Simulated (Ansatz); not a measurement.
BrHIn, SMILES `[Br][InH]` radical at its PBE0-D4/def2-TZVP geometry, where that method's forces vanish. Charge 0, multiplicity 2. In takes the def2 core potential.

```csv
atom,x (Å),y (Å),z (Å)
Br1,-0.250,1.030,-1.701
In2,0.215,-0.756,0.002
H3,0.035,-0.274,1.698
```

Problem. For each bond, give half the difference of the two atoms' forces along it (eV/Å; positive pushes the atoms apart) under PBE-D4, r2SCAN-D4, B3LYP-D4, ωB97M-V in def2-TZVPP. (Estimate.)

Solution. Computed: 
| bond | length (Å) | PBE-D4 | r2SCAN-D4 | B3LYP-D4 | ωB97M-V |
| --- | --- | --- | --- | --- | --- |
| Br1–In2 | 2.511 | 0.21 | 0.03 | 0.27 | -0.07 |
| In2–H3 | 1.772 | 0.15 | 0.01 | 0.08 | -0.14 |

B3LYP here is the variant with VWN-RPA as its local correlation; programs differ in this.
